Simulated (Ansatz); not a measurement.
Geometry optimisation, UKS PBE0-D4/def2-SVP in Ansatz.

input.yaml

```yaml
crystal:
  periodic: [false, false, false]
  atoms:
    - { symbol: Cl, position_ang: [-1.6769, 1.9448, 1.3071] }
    - { symbol: B, position_ang: [-0.6857, 1.024, 0.1196] }
    - { symbol: C, position_ang: [0.5759, 0.1182, 0.3682] }
    - { symbol: C, position_ang: [0.1504, -0.7949, -0.6429] }
    - { symbol: O, position_ang: [-1.0123, -0.0024, -0.94] }
    - { symbol: H, position_ang: [-0.17399, 2.05882, -0.07067] }
    - { symbol: H, position_ang: [0.6512, -0.3168, 1.4078] }
    - { symbol: H, position_ang: [0.7816, -0.8882, -1.5309] }
    - { symbol: H, position_ang: [-0.2448, -1.7658, -0.175] }
magnetization:
  spin_polarized: true
basis:
  gaussian: { orbitals: def2-SVP }
hamiltonian:
  xc: pbe0
  dispersion: d4
relax:
  f_tol: 0.02
  max_steps: 50
```

Command:

```bash
$ ansatz run input.yaml --threads 2 --pin off --max-ram 3072MiB --backend cpu --events-out ev --progress --plain --runs-dir out
```

Q: Where does it end, and by what steps?

A: The run converged. After 17 steps the energy has fallen by 5.403 eV; H6 moved furthest, 1.68 Å. Parted: B2–H6. Joined: C3–H6.

| step | energy less start (eV) | largest force component (eV/Å) | accepted |
| --- | --- | --- | --- |
| 0 | 0.0000 | 4.811 | yes |
| 1 | -1.1323 | 1.363 | yes |
| 2 | -1.5971 | 1.406 | yes |
| 3 | -1.9234 | 1.147 | yes |
| 4 | -2.2948 | 1.017 | yes |
| 5 | -2.7438 | 1.421 | yes |
| 6 | -3.4081 | 2.396 | yes |
| 7 | -4.1873 | 2.392 | yes |
| 8 | -4.4909 | 4.188 | yes |
| 9 | -5.0127 | 0.812 | yes |
| 10 | -5.2180 | 0.857 | yes |
| 11 | -5.3169 | 1.103 | yes |
| 12 | -5.2877 | 1.392 | no |
| 13 | -5.3903 | 0.242 | yes |
| 14 | -5.3842 | 0.815 | no |
| 15 | -5.3987 | 0.067 | yes |
| 16 | -5.4032 | 0.033 | yes |
| 17 | -5.4035 | 0.006 | yes |

```xyz
9
Properties=species:S:1:pos:R:3
Cl -2.140 1.991 0.952
B -1.046 0.811 0.273
C 0.470 0.399 0.417
C -0.005 -0.614 -0.635
O -1.373 -0.119 -0.659
H 1.220 1.125 0.073
H 0.785 -0.026 1.380
H 0.447 -0.518 -1.634
H 0.007 -1.670 -0.324
```

Run time: 75 s on 2 threads of Arm Neoverse V1 (shared host), peak memory 0.29 GiB.
